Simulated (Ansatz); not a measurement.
```xyz
12

N    -0.6619    0.6769    1.5273
Si    0.1075   -0.3256    0.3889
C    -1.3288   -0.8299   -0.7894
O    -2.4539   -0.4561   -0.5536
C     1.4089    0.5631   -0.6441
Cl    2.0376   -0.6104   -1.8402
H    -0.3320    0.8432    2.4611
H    -1.6604    0.7916    1.4350
H     0.7732   -1.5305    0.9539
H    -1.1391   -1.4482   -1.6950
H     0.9950    1.4099   -1.1920
H     2.2540    0.9158   -0.0518
```

The species carries charge 0 and has multiplicity 1.

Task: List the PBE0/def2-TZVPP orbital energies in eV (the Gaussian-basis code of Ansatz). (Best estimate.)

Result: Ansatz gave: Occupied: -2767.50, -1802.93, -523.14, -391.02, -280.54, -279.60, -259.31, -197.65, -197.42, -197.42, -145.23, -99.91, -99.88, -99.87, -29.70, -24.11, -23.91, -19.00, -17.37, -15.01, -14.16, -13.06, -12.92, -12.44, -11.85, -11.54, -11.18, -10.33, -8.71, -8.53, -7.68, -7.05. Lowest empty: -1.62, 0.07, 1.09, 1.30, 1.67, 2.25, 2.38, 2.70.
